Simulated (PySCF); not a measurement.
**NMR data sheet: C$_{6}$H$_{18}$AlN$_{3}$**

* Formula: C6H18AlN3
* SMILES: C[N](C)[Al]([N](C)C)[N](C)C
* Carbon signals: 1
* Proton signals: 1

Numbering as in the mapped SMILES `[CH3:1][N:2]([CH3:3])[Al:4]([N:5]([CH3:6])[CH3:7])[N:8]([CH3:9])[CH3:10]` (H(Xn): hydrogen on atom n).

Theoretical values (PySCF): GIAO CAM-B3LYP/pcSseg-1 shieldings, structure optimised with PBE0-D3(BJ)/def2-SVP. Single conformer, gas phase, non-relativistic, rapidly exchanging positions averaged.

Referencing at the same level of theory: TMS for $^{1}$H (σ = 31.33 ppm), $^{13}$C (σ = 182.45 ppm); NH3 for $^{15}$N (σ = 267.29 ppm); AlH4- for $^{27}$Al (σ = 485.84 ppm).

```tsv
carbon	δC, type	δH (multiplicity)	HMBC from (2–3 bonds)	span of the C tensor (ppm)
C1/C3/C6/C7/C9/C10	41.0, CH3	2.54 (s)	H(C1)/H(C3)/H(C6)/H(C7)/H(C9)/H(C10)	63
```

Other nuclei:
| atoms | nucleus | environment | δ (ppm) | σ (ppm) |
| --- | --- | --- | --- | --- |
| N2/N5/N8 | $^{15}$N | nitrogen bonded to 2 C, Al | 27.1 | 240.2 |
| Al4 | $^{27}$Al | aluminium bonded to 3 N | 71.6 | 414.2 |

1. δC 41.0: methyl carbon bonded to N; pulled downfield by the heteroatom.
2. δH 2.54: hydrogen on a methyl carbon bonded to N; its carbon carries N, hence the downfield position.

Shifts are as computed, not scaled to solution data. Of 1211 compounds with measured shifts, 218 miss one by over three times the rms of a fit or turn the order of signals round; such compounds aren't used in these exercises. Experimental scales use liquid or dissolved standards, which lie at an offset from isolated NH3 (liquid NH3: subtract about 20 ppm).
